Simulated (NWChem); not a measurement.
System: CH₆Hf; SMILES [HfH3][CH3]

NWChem input:

```
start job
memory heap 200 mb stack 900 mb global 1100 mb
geometry units angstroms noautoz
  Hf     0.000000     0.000000     0.175538
  C      0.000000     0.000000    -1.998227
  H     -0.667498     0.788438    -2.396235
  H     -0.349058    -0.972289    -2.396235
  H      1.016556     0.183852    -2.396235
  H     -1.140335     1.343932     0.749400
  H     -0.593712    -1.659525     0.749400
  H      1.734047     0.315593     0.749400
end
basis spherical
  Hf library def2-svp
  C library def2-svp
  H library def2-svp
end
ecp
  Hf library def2-ecp
end
dft
  xc xpbe96 cpbe96
  iterations 150
  mulliken
end
task dft energy
```

Parts of the log:

```
             Northwest Computational Chemistry Package (NWChem) 7.3.0
             --------------------------------------------------------

 C3V symmetry detected

                             Geometry "geometry" -> ""
                             -------------------------

 Output coordinates in angstroms (scale by  1.889725989 to convert to a.u.)

  No.       Tag          Charge          X              Y              Z
 ---- ---------------- ---------- -------------- -------------- --------------
    1 Hf                  72.0000    -0.00000000    -0.00000000     0.22662289
    2 C                    6.0000     0.00000000     0.00000000    -1.94714211
    3 H                    1.0000     0.73047509     0.73047509    -2.34515011
    4 H                    1.0000    -0.99784752     0.26737244    -2.34515011
    5 H                    1.0000     0.26737244    -0.99784752    -2.34515011
    6 H                    1.0000     1.24629724     1.24629724     0.80048489
    7 H                    1.0000    -1.70247369     0.45617645     0.80048489
    8 H                    1.0000     0.45617645    -1.70247369     0.80048489

 Effective nuclear repulsion energy (a.u.)     222.2897041952

      Symmetry information
      --------------------

 Group name             C3v
 Group number             17
 Group order               6
 No. of unique centers     4

 Summary of "ao basis" -> "ao basis" (spherical)
 ------------------------------------------------------------------------------
       Tag                 Description            Shells   Functions and Types
 ---------------- ------------------------------  ------  ---------------------
 Hf                         def2-svp                12       32   6s3p2d1f
 C                          def2-svp                 6       14   3s2p1d
 H                          def2-svp                 3        5   2s1p

      Symmetry analysis of basis
      --------------------------

        a1         27
        a2          3
        e          46

  Rotation of axis

            General Information
            -------------------
          SCF calculation type: DFT
          Wavefunction type:  closed shell.
          No. of atoms     :     8
          No. of electrons :    24
           Alpha electrons :    12
            Beta electrons :    12
          Charge           :     0
          Spin multiplicity:     1
          Use of symmetry is: on ; symmetry adaption is: on
          Maximum number of iterations: 150
          AO basis - number of functions:    76
                     number of shells:    36
          Convergence on energy requested:  1.00D-06
          Convergence on density requested:  1.00D-05
          Convergence on gradient requested:  5.00D-04

              XC Information
              --------------
          PerdewBurkeErnzerhof Exchange Functional  1.000
            Perdew 1991 LDA Correlation Functional  1.000 local
           PerdewBurkeErnz. Correlation Functional  1.000 non-local

             Grid Information
             ----------------
          Grid used for XC integration:  medium
          Radial quadrature: Mura-Knowles
          Angular quadrature: Lebedev.
          Tag              B.-S. Rad. Rad. Pts. Rad. Cut. Ang. Pts.
          ---              ---------- --------- --------- ---------
          Hf                  1.55      123           9.0       590
          C                   0.70       49          10.0       434
          H                   0.35       45          11.0       434
          Grid pruning is: on
          Number of quadrature shells:   262
          Spatial weights used:  Erf1

      Superposition of Atomic Density Guess
      -------------------------------------

 Sum of atomic energies:         -92.55872487

      Non-variational initial energy
      ------------------------------

 Total energy =     -88.233462
 1-e energy   =    -228.444789
 2-e energy   =      91.315252
 HOMO         =      -0.309732
 LUMO         =       0.012529

      Symmetry analysis of molecular orbitals - initial
      -------------------------------------------------

  Numbering of irreducible representations:

     1 a1          2 a2          3 e

  Orbital symmetries:

     1 a1          2 a1          3 a1          4 e           5 e
     6 a1          7 e           8 e           9 a1         10 e
    11 e          12 a1         13 e          14 e          15 a1
    16 e          17 e          18 a1         19 e          20 e
    21 a1         22 e

     ---------------------------------------------
      Total Density - Mulliken Population Analysis
     ---------------------------------------------

    Atom       Charge   Shell Charges
 -----------   ------   -------------------------------------------------------
    1 Hf  12    10.12   0.03 -0.30  1.76  0.50  0.64  0.27  5.47  0.59  0.13  0.92  0.08  0.04
    2 C    6     6.95   1.99  0.99  0.35  2.23  1.38  0.01
    3 H    1     0.85   0.64  0.18  0.03
    4 H    1     0.85   0.64  0.18  0.03
    5 H    1     0.85   0.64  0.18  0.03
    6 H    1     1.46   0.78  0.67  0.00
    7 H    1     1.46   0.78  0.67  0.00
    8 H    1     1.46   0.78  0.67  0.00

   convergence    iter        energy       DeltaE   RMS-Dens  Diis-err
 ---------------- ----- ----------------- --------- --------- ---------
 d= 0,ls=0.0,diis     1    -89.4487547630 -1.38D+02  3.33D-02  5.59D-01
 d= 0,ls=0.0,diis     2    -88.9071623150  5.42D-01  2.24D-02  4.03D+00
 d= 0,ls=0.0,diis     3    -89.5591624773 -6.52D-01  3.16D-03  1.33D-02
 d= 0,ls=0.0,diis     4    -89.5593850754 -2.23D-04  1.46D-03  1.68D-02
 d= 0,ls=0.0,diis     5    -89.5620776541 -2.69D-03  2.68D-04  3.97D-04
  Resetting Diis
 d= 0,ls=0.0,diis     6    -89.5621443021 -6.66D-05  2.94D-05  3.59D-06
 d= 0,ls=0.0,diis     7    -89.5621449403 -6.38D-07  6.23D-06  5.23D-08

         Total DFT energy =      -89.562144940285
      One electron energy =     -230.687592340415
           Coulomb energy =      105.665942579428
    Exchange-Corr. energy =      -13.436570455986
 Nuclear repulsion energy =       48.896075276689

 Numeric. integr. density =       23.999990461135

                  Occupations of the irreducible representations
                  ----------------------------------------------

                     irrep           alpha         beta
                     --------     --------     --------
                     a1                6.0          6.0
                     a2                0.0          0.0
                     e                 6.0          6.0

                       DFT Final Molecular Orbital Analysis
                       ------------------------------------

 Vector   10  Occ=2.000000D+00  E=-2.474363D-01  Symmetry=e
              MO Center=  2.0D-01, -6.8D-01,  6.8D-01, r^2= 2.9D+00
   Bfn.  Coefficient  Atom+Function         Bfn.  Coefficient  Atom+Function
  ----- ------------  ---------------      ----- ------------  ---------------
    72      0.361415  8 H  s                 73      0.305885  8 H  s
    20     -0.302155  1 Hf d  2              17     -0.219640  1 Hf d -1
     8      0.190732  1 Hf py                62     -0.184158  6 H  s
    16     -0.178918  1 Hf d -2              67     -0.177258  7 H  s
    63     -0.155862  6 H  s                 68     -0.150023  7 H  s

 Vector   11  Occ=2.000000D+00  E=-2.474363D-01  Symmetry=e
              MO Center= -2.0D-01,  6.8D-01,  6.8D-01, r^2= 2.9D+00
   Bfn.  Coefficient  Atom+Function         Bfn.  Coefficient  Atom+Function
  ----- ------------  ---------------      ----- ------------  ---------------
    67     -0.314987  7 H  s                 62      0.311003  6 H  s
    16      0.302155  1 Hf d -2              68     -0.266590  7 H  s
    63      0.263218  6 H  s                 19     -0.219640  1 Hf d  1
     7     -0.190732  1 Hf px                20     -0.178918  1 Hf d  2
    13      0.056870  1 Hf px                17      0.056265  1 Hf d -1

 Vector   12  Occ=2.000000D+00  E=-2.474187D-01  Symmetry=a1
              MO Center=  7.6D-13,  3.7D-12, -1.0D+00, r^2= 2.6D+00
   Bfn.  Coefficient  Atom+Function         Bfn.  Coefficient  Atom+Function
  ----- ------------  ---------------      ----- ------------  ---------------
    18      0.433332  1 Hf d  0              38      0.433375  2 C  pz
    41      0.306705  2 C  pz                35      0.245192  2 C  s
     9      0.179885  1 Hf pz                34      0.105447  2 C  s
    62     -0.104978  6 H  s                 67     -0.104978  7 H  s
    72     -0.104978  8 H  s                 47     -0.090614  3 H  s

 Vector   13  Occ=0.000000D+00  E=-9.324120D-02  Symmetry=e
              MO Center=  8.2D-02,  1.0D-01,  3.5D-01, r^2= 2.4D+00
   Bfn.  Coefficient  Atom+Function         Bfn.  Coefficient  Atom+Function
  ----- ------------  ---------------      ----- ------------  ---------------
    20      0.554919  1 Hf d  2              17     -0.452933  1 Hf d -1
    19     -0.402135  1 Hf d  1              25      0.230162  1 Hf d  2
    22     -0.147792  1 Hf d -1              24     -0.131217  1 Hf d  1
    58      0.105378  5 H  s                 53     -0.098388  4 H  s
    14     -0.077466  1 Hf py                73      0.072350  8 H  s

 Vector   14  Occ=0.000000D+00  E=-9.324120D-02  Symmetry=e
              MO Center= -8.2D-02, -1.0D-01,  3.5D-01, r^2= 2.4D+00
   Bfn.  Coefficient  Atom+Function         Bfn.  Coefficient  Atom+Function
  ----- ------------  ---------------      ----- ------------  ---------------
    16      0.554919  1 Hf d -2              19      0.452933  1 Hf d  1
    17     -0.402135  1 Hf d -1              21      0.230162  1 Hf d -2
    24      0.147792  1 Hf d  1              22     -0.131217  1 Hf d -1
    48     -0.117644  3 H  s                 63     -0.080772  6 H  s
    13     -0.077466  1 Hf px                47     -0.072864  3 H  s

 Vector   15  Occ=0.000000D+00  E=-5.926072D-02  Symmetry=e
              MO Center= -7.0D-02, -2.1D-01, -1.2D-01, r^2= 4.8D+00
   Bfn.  Coefficient  Atom+Function         Bfn.  Coefficient  Atom+Function
  ----- ------------  ---------------      ----- ------------  ---------------
    19      0.441376  1 Hf d  1              13      0.370497  1 Hf px
    16     -0.365089  1 Hf d -2              63      0.338580  6 H  s
    17     -0.271766  1 Hf d -1              48     -0.256935  3 H  s
    68     -0.239028  7 H  s                 14      0.228124  1 Hf py
    21     -0.220886  1 Hf d -2              24      0.194670  1 Hf d  1

     ---------------------------------------------
      Total Density - Mulliken Population Analysis
     ---------------------------------------------

    Atom       Charge   Shell Charges
 -----------   ------   -------------------------------------------------------
    1 Hf  12    11.02   0.03 -0.31  1.85  0.44  0.69  0.15  5.52  0.56  0.13  1.79  0.13  0.04
    2 C    6     6.47   1.98  0.89  0.35  2.11  1.12  0.01
    3 H    1     0.91   0.71  0.18  0.03
    4 H    1     0.91   0.71  0.18  0.03
    5 H    1     0.91   0.71  0.18  0.03
    6 H    1     1.26   0.72  0.53  0.01
    7 H    1     1.26   0.72  0.53  0.01
    8 H    1     1.26   0.72  0.53  0.01

     -------------------------------------------
      Total Density - Lowdin Population Analysis
     -------------------------------------------

    Atom       Charge   Shell Charges
 -----------   ------   -------------------------------------------------------
    1 Hf  12    11.46   0.00  0.03  1.13  0.79  0.46  0.28  4.89  1.23  0.30  1.65  0.61  0.08
    2 C    6     6.27   1.96  0.60  0.35  1.90  1.42  0.04
    3 H    1     0.93   0.60  0.25  0.07
    4 H    1     0.93   0.60  0.25  0.07
    5 H    1     0.93   0.60  0.25  0.07
    6 H    1     1.16   0.66  0.49  0.01
    7 H    1     1.16   0.66  0.49  0.01
    8 H    1     1.16   0.66  0.49  0.01

     Multipole analysis of the density
     ---------------------------------

     L   x y z        total         alpha         beta         nuclear
     -   - - -        -----         -----         ----         -------
     0   0 0 0     -0.000000    -12.000000    -12.000000     24.000000

     1   1 0 0      0.000000      0.000000      0.000000      0.000000
     1   0 1 0      0.000000      0.000000      0.000000      0.000000
     1   0 0 1     -0.487286     12.604012     12.604012    -25.695310

     2   2 0 0    -27.865299    -25.111066    -25.111066     22.356834
     2   1 1 0     -0.000000     -0.000000     -0.000000      0.000000
     2   1 0 1     -0.000000     -0.000000     -0.000000      0.000000
     2   0 2 0    -27.865299    -25.111066    -25.111066     22.356834
     2   0 1 1     -0.000000     -0.000000     -0.000000     -0.000000
     2   0 0 2    -25.003661    -87.112050    -87.112050    149.220439
```

Level: PBE/def2-SVP with def2 effective core potentials on Hf. Geometry: optimised at PBE0/def2-SVP. def2 effective core potentials on Hf; no spin-orbit coupling.
